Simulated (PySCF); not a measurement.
# Which basis set comes closest?

Molecule: SMILES CS[Si](C)(C)SC, C4H12S2Si.

Bonds (- single, = double, # triple, : aromatic): C1-S2, S2-Si3, Si3-C4, Si3-C5, Si3-S6, S6-C7. C1 carries H8, H9, H10; C4 carries H11, H12, H13; C5 carries H14, H15, H16; C7 carries H17, H18, H19.

Geometry PBE0-D3(BJ)/def2-SVP throughout; GIAO in PySCF 2.14, gas phase, one conformer, non-relativistic; equivalent atoms averaged; functional PBE0.

Reference values (measured; solution; U. Herzog, Habilitationsschrift, TU Bergakademie Freiberg, 2002/2003): δ(Si3) = 28.1 ppm vs TMS. Computed shifts are taken against TMS, calculated as an isolated molecule at each level.

How do the basis sets STO-3G, pcSseg-0, 6-31G, 6-31G*, cc-pVDZ, def2-SVP, pcSseg-1, aug-cc-pVDZ, 6-311+G(2d,p), def2-TZVP perform against the reference? Times are CPU seconds on shared hosts with different chips, so compare them loosely.

## Answers


```
    basis set  functions   Si3  abs. error Si  core-s
       STO-3G         59  42.1           14.0     6.8
     pcSseg-0         99  60.2           32.1      10
        6-31G         99  70.2           42.1      14
       6-31G*        134  53.6           25.5      19
      cc-pVDZ        170  41.5           13.4      22
     def2-SVP        170  41.6           13.5      21
     pcSseg-1        200  41.7           13.6      33
  aug-cc-pVDZ        281  39.9           11.8      50
6-311+G(2d,p)        285  38.0            9.9      59
    def2-TZVP        307  35.3            7.2      60
```

For 29Si the closest is def2-TZVP (7.2 ppm) and the furthest 6-31G (42.1 ppm). Where a smaller basis beats a larger one, errors probably cancel. One molecule is a small sample, and vibrational and solvent effects are absent from the calculation.

A small basis that lands close on one nucleus may do so by chance; judge by the trend and by all nuclei.
